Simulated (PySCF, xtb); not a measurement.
Cl3HOTi, SMILES [OH][Ti]([Cl])([Cl])[Cl] (connectivity only; charge and spin as stated), charge +1, multiplicity 2. Other conformers were not sampled.

Harmonic wavenumbers (cm⁻¹) from GFN2-xTB (xtb) at its own minimum, in rising order: 81, 81, 101, 101, 126, 335, 354, 354, 528, 529, 791, 3519.

### Question
What does PySCF with PBE-D3(BJ)/def2-SVP give at its own minimum? (Estimate from the structure and the level; the computed values follow.)

### Answer
73, 104, 114, 126, 165, 298, 319, 374, 395, 500, 884, 3659. Paired by order, the mean absolute difference is 50 cm⁻¹ and the zero-point energies are 9.9 and 10.0 kcal/mol.
